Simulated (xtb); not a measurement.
A run for xtb: GFN2-xTB on ZrF, 2S+1 = 2, a spin state set in the input, which need not be the lowest, a point of a bond scan (R = 2.030 Å).

```
$ xtb mol.xyz --gfn 2 --sp --chrg 0 --uhf 1
2

Zr     0.00000000     0.00000000     0.00000000
F      0.00000000     0.00000000     2.02971800
```

What total energy does the run end on?

-6.1910 hartree.
